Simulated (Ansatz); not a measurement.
Relaxation of the cluster Na4Li3⁻ with RKS PBE/def2-SVPD.

```sh
$ ansatz run in.yaml --threads 4 --pin off --events-out ev --progress --plain --max-ram 3916MiB
```

```yaml
crystal:
  periodic: [false, false, false]
  atoms:
    - {symbol: Li, position_ang: [-1.908160, -0.391740, 1.089100]}
    - {symbol: Li, position_ang: [0.674800, -0.845590, 1.905800]}
    - {symbol: Li, position_ang: [-0.316170, -2.094090, -0.336100]}
    - {symbol: Na, position_ang: [-1.782720, 0.068500, -2.124390]}
    - {symbol: Na, position_ang: [0.885860, 1.828600, -1.560070]}
    - {symbol: Na, position_ang: [-0.178520, 2.209970, 1.614710]}
    - {symbol: Na, position_ang: [2.624910, -0.775650, -0.589040]}
basis:
  gaussian: {orbitals: def2-SVPD}
total_charge: -1
hamiltonian: {xc: pbe}
scf: {omitted_lower_state_checks: [starts]}
output: {orbitals: {seedname: orbitals}}
relax: {f_tol: 0.02, max_steps: 100}
```

It took 15 s on 4 threads of Arm Neoverse V2 on a shared host.

Positions (Å) and forces (eV/Å) at steps 1, 2, 4, 7 of 7:

```xyz
7
step=1 energy=-18258.8168 eV
Li   -1.908   -0.392    1.089   -0.318    0.150    0.027
Li    0.675   -0.846    1.906    0.239    0.050    0.228
Li   -0.316   -2.094   -0.336    0.086   -0.227   -0.265
Na   -1.783    0.069   -2.124   -0.104   -0.024   -0.034
Na    0.886    1.829   -1.560    0.017    0.044    0.022
Na   -0.179    2.210    1.615    0.006    0.069    0.031
Na    2.625   -0.776   -0.589    0.073   -0.062   -0.007
7
step=2 energy=-18258.8980 eV
Li   -1.999   -0.312    1.065   -0.031    0.001   -0.004
Li    0.763   -0.793    1.958    0.011    0.000    0.028
Li   -0.263   -2.140   -0.455    0.019   -0.023   -0.021
Na   -1.861    0.050   -2.151   -0.075   -0.014   -0.038
Na    0.858    1.767   -1.502    0.010    0.024    0.024
Na   -0.188    2.260    1.674    0.005    0.051    0.019
Na    2.691   -0.831   -0.589    0.062   -0.040   -0.009
7
step=4 energy=-18258.9482 eV
Li   -1.965   -0.247    0.993    0.031    0.012   -0.021
Li    0.801   -0.691    1.891   -0.005    0.018   -0.031
Li   -0.189   -2.025   -0.562    0.005    0.030    0.004
Na   -2.129    0.009   -2.325    0.008   -0.005    0.014
Na    0.743    1.490   -1.245   -0.018   -0.035    0.028
Na   -0.233    2.472    1.855   -0.003   -0.017    0.000
Na    2.972   -1.006   -0.608   -0.017   -0.002    0.006
7
step=7 energy=-18258.9542 eV
Li   -1.920   -0.188    0.939   -0.003    0.001   -0.003
Li    0.816   -0.642    1.843    0.004   -0.006    0.000
Li   -0.185   -2.009   -0.561   -0.001   -0.007    0.005
Na   -2.135   -0.032   -2.371    0.004    0.002    0.000
Na    0.681    1.410   -1.142   -0.001    0.003   -0.002
Na   -0.242    2.498    1.928    0.001    0.003    0.001
Na    2.984   -1.038   -0.637   -0.005    0.004   -0.001
```

The restricted singlet is unstable towards broken spin symmetry in Hartree–Fock (as tested in another run); at PBE/def2-SVPD this wasn't settled. The highest occupied level of the charge -1 singlet lies above zero (up to 0.12 eV). The electron is either unbound and held by the finite basis, or the level is raised by self-interaction error. The structure comes from a short search, and lower isomers may exist.
